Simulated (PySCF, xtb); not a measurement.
FH5OSi3, SMILES [SiH2]1[SiH]([SiH2]O1)F.

Harmonic wavenumbers (cm⁻¹) from GFN2-xTB run with xtb at its own minimum, in rising order: 109, 122, 155, 333, 343, 376, 378, 398, 427, 570, 584, 620, 621, 674, 752, 775, 781, 804, 834, 2204, 2230, 2240, 2249, 2256.

Q: What does PBE0-D3(BJ)/def2-SVP run with PySCF give at its own minimum? (The exact figures need the calculation; the answer reports its results.)

A: 79, 165, 171, 334, 385, 424, 442, 515, 615, 693, 696, 709, 749, 803, 873, 915, 921, 944, 969, 2225, 2229, 2238, 2240, 2243. Paired by order, the mean absolute difference is 77 cm⁻¹ and the zero-point energies are 29.8 and 32.3 kcal/mol.
